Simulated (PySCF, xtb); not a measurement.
CH₈N₂OSi, SMILES CN[Si@@H](N)O. Other conformers were not sampled.

Harmonic wavenumbers (cm⁻¹) from GFN2-xTB (xtb) at its own minimum, in rising order: 74, 83, 130, 153, 195, 239, 258, 286, 344, 507, 673, 732, 760, 769, 838, 900, 943, 1066, 1116, 1166, 1369, 1424, 1495, 1505, 1509, 2239, 2881, 2960, 3030, 3436, 3515, 3560, 3706.

What does ωB97X-D3(BJ)/def2-SVP (PySCF 2.14.0) give at its own minimum? (Estimate from the structure and the level; the computed values follow.)

81, 145, 195, 226, 256, 289, 304, 372, 413, 500, 731, 781, 798, 847, 891, 934, 983, 1102, 1153, 1186, 1418, 1463, 1479, 1513, 1536, 2212, 3023, 3092, 3142, 3643, 3644, 3749, 3945. Paired by order, the mean absolute difference is 69 cm⁻¹ and the zero-point energies are 62.7 and 65.8 kcal/mol.
